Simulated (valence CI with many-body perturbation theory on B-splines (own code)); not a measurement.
# Forbidden lines of Te XXX

Computed by relativistic CI+MBPT: five valence electrons over a frozen Dirac-Fock core [Ar], a basis of 7 s, 7 p, 8 d, 6 f, 4 g, 1 h functions for each j, with the one-electron correlation potential Σ1 (screened to all orders), the two-electron term Σ2, the three-electron term Σ3, Breit, model QED; selected single and double excitations, second order for the rest (own B-spline code, finite nucleus).

The last digits are not significant, and no measured levels were compared; by estimate large intervals hold to a few tenths of a per cent, small ones and those within an open d or f shell to about a per cent. Only levels of the ground parity were solved; by the run's estimate the other parity begins above the list, which can be wrong where configurations are misplaced.

Lines 1 to 50 of 120 in falling wavelength, among levels below 74.339 eV, chosen from the decays that carry over 1 % of a level's rate. Wavelengths and rates use the calculated energies. Electric multipoles are in the length gauge, E1 and E2 with the static RPA response of the core. Weak lines are less certain than strong ones. Lines between different terms over intervals too small for the method are left out, as are lines whose strength nearly cancels. Branching is blank where the lifetime is uncertain.

Levels are named by their leading jj configuration (3d3/2^4 stands for four electrons in 3d with j = 3/2), which in mixed levels can hold well under half, so a name can repeat and another be missing. Letters in brackets count levels of one name in rising energy.

```
λ vac (nm)                        Upper                        Lower  Type   A (s⁻¹)  Branch %
      1399     (3d3/2^3 3d5/2^2) J=11/2  (3d3/2^3 3d5/2^2) J=7/2 [a]    E2  2.98e-08          
     722.3      (3d3/2^3 3d5/2^2) J=9/2     (3d3/2^3 3d5/2^2) J=11/2    M1  5.20e+01      20.9
     476.4      (3d3/2^3 3d5/2^2) J=9/2  (3d3/2^3 3d5/2^2) J=7/2 [a]    M1  1.97e+02      79.0
     431.0     (3d3/2^2 3d5/2^3) J=13/2     (3d3/2^2 3d5/2^3) J=11/2    M1  9.75e+01       5.1
     360.8      (3d3/2^3 3d5/2^2) J=1/2      (3d3/2^3 3d5/2^2) J=3/2    M1  8.66e+02     100.0
     333.0  (3d3/2^2 3d5/2^3) J=3/2 [a]  (3d3/2^3 3d5/2^2) J=5/2 [b]    M1  2.41e+02       3.7
     266.9  (3d3/2^2 3d5/2^3) J=7/2 [b]  (3d3/2^2 3d5/2^3) J=5/2 [a]    M1  2.69e+02       3.5
     253.6  (3d3/2^3 3d5/2^2) J=7/2 [b]  (3d3/2^3 3d5/2^2) J=5/2 [a]    M1  1.00e+03      19.9
     249.7  (3d3/2^3 3d5/2^2) J=7/2 [b]      (3d3/2^3 3d5/2^2) J=9/2    M1  1.40e+02       2.8
     225.7  (3d3/2^2 3d5/2^3) J=3/2 [b]  (3d3/2^3 3d5/2^2) J=5/2 [b]    M1  1.09e+03       2.5
     219.2  (3d3/2^2 3d5/2^3) J=9/2 [a]  (3d3/2^3 3d5/2^2) J=7/2 [b]    M1  9.32e+02      10.0
     210.4  (3d3/2^2 3d5/2^3) J=9/2 [b]  (3d3/2^2 3d5/2^3) J=9/2 [a]    M1  7.58e+02       2.4
     202.3  (3d3/2^3 3d5/2^2) J=7/2 [a]    (3d3/2^4 3d5/2) J=5/2 [b]    M1  2.13e+03      42.6
     185.8      (3d3/2^3 3d5/2^2) J=3/2    (3d3/2^4 3d5/2) J=5/2 [b]    M1  1.32e+03       5.3
     176.7    (3d3/2 3d5/2^4) J=7/2 [a]  (3d3/2^2 3d5/2^3) J=5/2 [b]    M1  1.15e+03       2.7
     168.6  (3d3/2^2 3d5/2^3) J=7/2 [b]  (3d3/2^2 3d5/2^3) J=9/2 [a]    M1  2.57e+02       3.3
     165.5  (3d3/2^2 3d5/2^3) J=9/2 [c]  (3d3/2^2 3d5/2^3) J=7/2 [b]    M1  9.04e+02       5.1
     163.8  (3d3/2^3 3d5/2^2) J=7/2 [b]  (3d3/2^3 3d5/2^2) J=7/2 [a]    M1  1.97e+03      39.0
     154.1  (3d3/2^2 3d5/2^3) J=9/2 [b]  (3d3/2^2 3d5/2^3) J=7/2 [a]    M1  3.31e+02       1.0
     150.4  (3d3/2^2 3d5/2^3) J=3/2 [a]      (3d3/2^3 3d5/2^2) J=1/2    M1  3.12e+02       4.8
     148.2  (3d3/2^2 3d5/2^3) J=5/2 [a]  (3d3/2^3 3d5/2^2) J=7/2 [b]    M1  1.41e+03       5.1
     147.8  (3d3/2^2 3d5/2^3) J=7/2 [c]  (3d3/2^2 3d5/2^3) J=5/2 [a]    M1  4.68e+02       1.8
     147.7  (3d3/2^2 3d5/2^3) J=7/2 [a]  (3d3/2^3 3d5/2^2) J=5/2 [a]    M1  1.45e+03      14.6
     146.4  (3d3/2^2 3d5/2^3) J=7/2 [a]      (3d3/2^3 3d5/2^2) J=9/2    M1  4.08e+03      41.3
     146.2  (3d3/2^2 3d5/2^3) J=5/2 [b]  (3d3/2^2 3d5/2^3) J=3/2 [a]    M1  2.61e+03       7.1
     145.8  (3d3/2^3 3d5/2^2) J=5/2 [b]  (3d3/2^3 3d5/2^2) J=7/2 [a]    M1  3.57e+03      13.7
     144.1    (3d3/2 3d5/2^4) J=7/2 [a]  (3d3/2^2 3d5/2^3) J=9/2 [b]    M1  2.25e+03       5.3
     142.5     (3d3/2^2 3d5/2^3) J=11/2      (3d3/2^3 3d5/2^2) J=9/2    M1  1.52e+03      15.0
     141.5  (3d3/2^2 3d5/2^3) J=1/2 [a]      (3d3/2^3 3d5/2^2) J=1/2    M1  8.88e+03      50.6
     140.8  (3d3/2^3 3d5/2^2) J=5/2 [a]    (3d3/2^4 3d5/2) J=5/2 [b]    M1  1.07e+04      74.9
     138.5  (3d3/2^2 3d5/2^3) J=9/2 [c]  (3d3/2^2 3d5/2^3) J=9/2 [b]    M1  5.11e+03      28.9
     133.9  (3d3/2^2 3d5/2^3) J=3/2 [c]  (3d3/2^2 3d5/2^3) J=3/2 [b]    M1  3.32e+03      23.9
     131.0    (3d3/2 3d5/2^4) J=5/2 [a]  (3d3/2^2 3d5/2^3) J=3/2 [b]    M1  4.54e+03       7.9
     130.4  (3d3/2^2 3d5/2^3) J=7/2 [b]  (3d3/2^2 3d5/2^3) J=7/2 [a]    M1  2.37e+03      30.5
     129.9  (3d3/2^2 3d5/2^3) J=3/2 [a]  (3d3/2^3 3d5/2^2) J=5/2 [a]    M1  1.40e+03      21.7
     128.7  (3d3/2^2 3d5/2^3) J=5/2 [b]  (3d3/2^2 3d5/2^3) J=7/2 [a]    M1  6.18e+03      16.7
     123.8  (3d3/2^2 3d5/2^3) J=3/2 [b]      (3d3/2^3 3d5/2^2) J=1/2    M1  1.28e+03       2.9
     119.0     (3d3/2^2 3d5/2^3) J=11/2     (3d3/2^3 3d5/2^2) J=11/2    M1  8.59e+03      85.0
     117.9  (3d3/2^2 3d5/2^3) J=3/2 [c]  (3d3/2^2 3d5/2^3) J=1/2 [a]    M1  4.64e+02       3.3
     114.8    (3d3/2^4 3d5/2) J=5/2 [b]    (3d3/2^4 3d5/2) J=5/2 [a]    M1  1.21e+04     100.0
     112.0  (3d3/2^2 3d5/2^3) J=7/2 [a]  (3d3/2^3 3d5/2^2) J=7/2 [a]    M1  2.47e+03      25.0
     111.7  (3d3/2^2 3d5/2^3) J=7/2 [c]  (3d3/2^2 3d5/2^3) J=9/2 [a]    M1  7.33e+02       2.8
     109.6  (3d3/2^2 3d5/2^3) J=3/2 [b]  (3d3/2^3 3d5/2^2) J=5/2 [a]    M1  1.04e+03       2.4
     107.4  (3d3/2^2 3d5/2^3) J=9/2 [b]  (3d3/2^3 3d5/2^2) J=7/2 [b]    M1  1.82e+03       5.7
     106.2  (3d3/2^2 3d5/2^3) J=1/2 [b]  (3d3/2^2 3d5/2^3) J=3/2 [b]    M1  2.63e+03       7.7
     106.2  (3d3/2^2 3d5/2^3) J=3/2 [a]      (3d3/2^3 3d5/2^2) J=3/2    M1  2.41e+02       3.7
     105.2    (3d3/2 3d5/2^4) J=7/2 [a]  (3d3/2^2 3d5/2^3) J=5/2 [a]    M1  6.22e+03      14.6
     101.7  (3d3/2^2 3d5/2^3) J=1/2 [a]      (3d3/2^3 3d5/2^2) J=3/2    M1  8.68e+03      49.4
     101.6  (3d3/2^2 3d5/2^3) J=5/2 [b]  (3d3/2^3 3d5/2^2) J=5/2 [b]    M1  7.09e+03      19.2
     100.5  (3d3/2^2 3d5/2^3) J=9/2 [a]     (3d3/2^3 3d5/2^2) J=11/2    M1  3.67e+03      39.4
```
